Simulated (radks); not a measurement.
Fractional charge and spin in the 6s shell of lead: the spin-up occupation runs from 0 to 1 and the spin-down occupation from 0 to 1; the fullest corner is Pb+, [Xe] 4f14 5d10 6p(up 0.5, down 0.5) 6s(up 1, down 1). Method: scalar-relativistic Kohn-Sham, LDA (Slater exchange, Perdew-Wang correlation), spin-polarised, spherical densities, finite nucleus; Fermi nuclear charge, rms radius of each element as measured or else 0.836 A^(1/3) + 0.57 fm; computed with a radial shooting solver on a logarithmic mesh with Libxc functionals. Energy (eV) above the fullest corner. The planes named below are the two flat planes that join the four corners, with an edge along up + down = one added electron.

down \ up       0    0.25     0.5    0.75       1
0          58.220  48.762  39.917  31.680  24.043
0.25       48.762  39.967  31.776  24.183  17.180
0.5        39.917  31.776  24.229  17.270  10.891
0.75       31.680  24.183  17.270  10.934   5.167
1          24.043  17.180  10.891   5.167   0.000

Corners above the fullest one (they belong to Pb2+ and the next ion): (up 1, down 0) 24.043 eV, (up 0, down 1) 24.043 eV, (up 0, down 0) 58.220 eV. With half an added electron in each spin the energy lies 0.185 eV from the planes, and with half an added electron in spin up alone -1.215 eV. The planes are only a guide here: the flat-plane condition holds for ground states with one frontier orbital, while this shell lies below other occupied shells, so the corners above the fullest one are inner-hole states and not the ground states of those ions.
